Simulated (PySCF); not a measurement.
**ECD: `C(#C)C=C=C([SiH3])C#C`, C7H6Si**

Molfile (atoms numbered from 1):
```
C7H6Si
     RDKit          3D

 14 13  0  0  0  0  0  0  0  0999 V2000
    3.7029    0.4012   -0.3778 C   0  0  0  0  0  0  0  0  0  0  0  0
    2.7172   -0.0778    0.1422 C   0  0  0  0  0  0  0  0  0  0  0  0
    1.5812   -0.6598    0.7733 C   0  0  0  0  0  0  0  0  0  0  0  0
    0.3348   -0.4063    0.4301 C   0  0  0  0  0  0  0  0  0  0  0  0
   -0.9097   -0.2049    0.0545 C   0  0  0  0  0  0  0  0  0  0  0  0
   -1.6426   -1.3369   -1.2830 Si  0  0  0  0  0  4  0  0  0  0  0  0
   -1.7448    0.8205    0.5863 C   0  0  0  0  0  0  0  0  0  0  0  0
   -2.5155    1.6669    0.9895 C   0  0  0  0  0  0  0  0  0  0  0  0
    4.5712    0.8297   -0.8425 H   0  0  0  0  0  0  0  0  0  0  0  0
    1.7621   -1.3604    1.6007 H   0  0  0  0  0  0  0  0  0  0  0  0
   -2.0336   -0.5119   -2.4629 H   0  0  0  0  0  0  0  0  0  0  0  0
   -0.6079   -2.3390   -1.6637 H   0  0  0  0  0  0  0  0  0  0  0  0
   -2.8532   -2.0171   -0.7367 H   0  0  0  0  0  0  0  0  0  0  0  0
   -3.1832    2.4232    1.3579 H   0  0  0  0  0  0  0  0  0  0  0  0
  1  2  3  0
  2  3  1  0
  3  4  2  0
  4  5  2  0
  5  6  1  0
  5  7  1  0
  7  8  3  0
  1  9  1  0
  3 10  1  0
  6 11  1  0
  6 12  1  0
  6 13  1  0
  8 14  1  0
M  END
```

The calculation used TDDFT CAM-B3LYP/aug-cc-pVDZ circular dichroism and optical rotation, one conformer, gas phase (PySCF 2.14.0). Geometry: PBE0-D3(BJ)/def2-SVP.

No stereocentre is labelled: unless the shape is locked (an allene, a helicene, a hindered biaryl), the mirror image is equally populated and a measured rotation or CD is zero.

(1) Which excitations and rotatory strengths does the calculation give?

Results:

(1) Rotatory strengths R in 10⁻⁴⁰ esu² cm², velocity form and length form (origin at the centre of mass); f in length form.
```
state  E (eV)  λ (nm)       f  R (velocity)  R (length)                                     main
    1    4.71     263  0.0005          +1.8        +1.9                           HOMO→LUMO 0.88
    2    5.23     237  0.0007          +0.7        +0.8                       HOMO−1→LUMO+1 0.85
    3    5.39     230   0.002          +4.8        +4.9                         HOMO−2→LUMO 0.79
    4    5.52     225   0.743          -1.5        -2.3       HOMO→LUMO+1 0.58, HOMO−1→LUMO 0.22
    5    5.60     222   0.047         +22.6       +23.0       HOMO−1→LUMO 0.56, HOMO→LUMO+1 0.19
    6    5.64     220   0.004         -11.2       -11.4   HOMO−3→LUMO+1 0.65, HOMO−2→LUMO+1 0.12
    7    6.08     204   0.001          -1.4        -1.5      HOMO→LUMO+12 0.31, HOMO→LUMO+2 0.24
    8    6.15     202  0.0004          +0.6        +0.6  HOMO−1→LUMO+6 0.18, HOMO−1→LUMO+10 0.16
    9    6.38     194   0.004          -3.5        -3.6      HOMO→LUMO+2 0.46, HOMO→LUMO+12 0.16
   10    6.54     190   0.013          +1.9        +2.0                       HOMO−1→LUMO+2 0.66
   11    6.68     186   0.019          +5.4        +5.5     HOMO−2→LUMO+1 0.50, HOMO−3→LUMO 0.15
   12    6.78     183   0.267         +11.2       +11.4     HOMO−3→LUMO 0.61, HOMO−2→LUMO+1 0.16
```

Among the states computed, the strongest CD band (largest |R|) is state 5. The largest dissymmetry factor in size, g = 4R/(D+G), with D and G the electric and magnetic dipole strengths, is -0.026 for state 6 (velocity form, f = 0.004), among bands with |R| over 0.5. The mirror image has the same energies and oscillator strengths and all R with the opposite sign.
